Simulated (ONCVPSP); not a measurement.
# aluminium: excitation energies, all-electron against ONCV

ONCVPSP 4.0.1 input, shortened (lines: element, Z, core and valence counts, functional; n l f; lmax; l rc ep ncon nbas qcut; lloc lpopt rc5 dvloc0; l nproj debl; icmod fcfact rcfact), PBE, scalar-relativistic:

```
  Al 13.00    3    2        4      upf
    1    0    2.00
    2    0    2.00
    2    1    6.00
    3    0    2.00
    3    1    1.00
    2
    0    2.00    0.00    4    8    3.60
    1    1.60    0.00    4    9    4.60
    2    1.60    0.46    4    8    6.80
    1    5    1.60    0.00
    0    2    3.00
    1    0    2.90
    2    2    1.00
    3    3.00    1.30
```

Energies are relative to the spin-unpolarised reference configuration 3s2 3p1; without spin polarisation the order of configurations can differ from experiment.

```tsv
valence configuration	charge	ΔE all-electron (eV)	error AE − PS (meV)
3s2 3p0	+1	5.761	-1.1
3s2 3p0.5	+0.5	2.086	-0.1
3s1 3p2	0	5.139	+2.8
```

Task: What are ΔE and the potential's error for 3s1 3p0?

Result: ΔE = 24.987 eV all-electron; the error (AE − PS) is +8.0 meV.

Levels in the configuration 3s1 3p0:

| level | all-electron (eV) | pseudo (eV) |
| --- | --- | --- |
| 3s | -23.748 | -23.691 |

Note: ghosts flagged at negative energy: s at -640.6 eV; GHOST(+) flagged for s at 228.5 eV, s at 596.9 eV. A true bound ghost makes a file unfit for plane-wave use.
